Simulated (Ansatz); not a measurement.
Consider the formal exchange of groups at a C–C bond: `CC(F)C(F)F` + `[SiH3]NCS` → `CC(S)N[SiH3]` + `FCC(F)F`.

Gas-phase electronic energies from Ansatz, PBE0-D4/def2-TZVP geometries. CCSD(T)/CBS is the MP2 limit (def2-TZVPP, def2-QZVPP) plus CCSD(T) − MP2 in def2-TZVPP, frozen cores. Functionals use def2-TZVPP. B3LYP here is the variant with VWN-RPA as its local correlation; programs differ in this. One conformer a species, not always the lowest.

`CC(F)C(F)F`:

```xyz
11

C     0.948   -0.481    0.733
C     0.058    0.587    0.161
F     0.812    1.508   -0.545
C    -0.994    0.057   -0.796
F    -1.892   -0.682   -0.097
F    -0.440   -0.746   -1.732
H     1.485   -0.997   -0.063
H     1.669   -0.032    1.417
H     0.350   -1.209    1.284
H    -0.470    1.132    0.951
H    -1.525    0.864   -1.311
```

`[SiH3]NCS`:

```xyz
11

Si   -1.097   -0.257   -1.274
N    -0.567    0.523    0.174
C     0.776    0.474    0.649
S     1.095   -1.088    1.580
H    -1.227   -1.739   -1.194
H    -2.430    0.308   -1.607
H    -0.100    0.059   -2.329
H    -1.245    0.678    0.904
H     1.464    0.518   -0.197
H     0.987    1.314    1.314
H     2.343   -0.791    1.981
```

`CC(S)N[SiH3]`:

Z-matrix (Å, degrees):
```
C
C 1 1.516
H 1 1.094 2 110.4
H 1 1.091 2 111.2 3 -120.1
H 1 1.091 2 109.4 3 119.2
S 2 1.852 1 106.2 3 64.0
N 2 1.431 1 111.9 3 -61.7
H 2 1.093 1 109.4 3 178.5
H 6 1.343 2 96.2 1 179.5
Si 7 1.724 2 123.1 1 -154.6
H 7 1.011 2 112.6 1 54.6
H 10 1.495 7 114.7 2 -65.3
H 10 1.484 7 107.3 2 174.2
H 10 1.486 7 108.1 2 54.1
```

`FCC(F)F`:

```xyz
8

F     0.261    0.344    1.723
C     0.265    0.619    0.379
C    -0.302   -0.560   -0.372
F     0.537   -1.617   -0.292
F    -0.416   -0.216   -1.679
H     1.291    0.803    0.049
H    -0.354    1.501    0.191
H    -1.282   -0.874    0.001
```

```csv
level,ΔE (kJ/mol)
PBE-D4,2.5
B3LYP-D4,3.5
B2PLYP,4.8
PBE,4.8
PBE0,5.3
B3LYP,7.2
CCSD/def2-TZVPP,4.2
HF/def2-QZVPP,8.7
```

Question: What does CCSD(T)/CBS give? (Best estimate.)

Answer: The calculation gave: +2.7 kJ/mol. The listed levels differ from it by -0.2, 0.8, 2.1, 2.1, 2.6, 4.5, 1.5, 6.0 kJ/mol.

Largest T1 diagnostic among the species: 0.011.

In def2-TZVPP, CCSD(T) changes the Hartree–Fock value by −6.2 kJ/mol (the triples alone add −1.4 kJ/mol) and MP2 by −9.2 kJ/mol. The D4 term adds −3.7 kJ/mol with B3LYP and −2.1 kJ/mol with PBE0; it sums over pairs of atoms, weighted by their polarisabilities, and B3LYP, whose exchange is more repulsive, gets the larger term.
